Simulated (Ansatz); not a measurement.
Ansatz (a program for electronic structure) input:
A basis named .json is the Basis Set Exchange file of that set.

Ansatz 0.2 input:
```yaml
crystal:
  periodic: [false, false, false]
  atoms:
    - {symbol: Si, position_ang: [-0.86502659, -0.33487268, 0.06425886]}
    - {symbol: S, position_ang: [1.03741509, 0.40160843, -0.07706481]}
    - {symbol: H, position_ang: [-1.25636575, -0.95344380, 1.38776091]}
    - {symbol: H, position_ang: [-1.99173224, 0.65087255, -0.15085727]}
    - {symbol: H, position_ang: [-1.24017115, -1.43494612, -0.90349071]}
basis:
  gaussian:
    orbitals: aug-cc-pV_D+d_Z.json
total_charge: -1
magnetization: {spin_polarized: false}
correlation: {method: ccsd_t, electrons: outside_noble_gas}
output: {forces: true}
```

Task: What final total energy does it print?

Result: -688.59421 Eh (CCSD(T)/aug-cc-pV(D+d)Z). The basis has 91 functions.

It need not be the lowest isomer of its formula. Whether it binds its extra electron was not tested at this geometry.
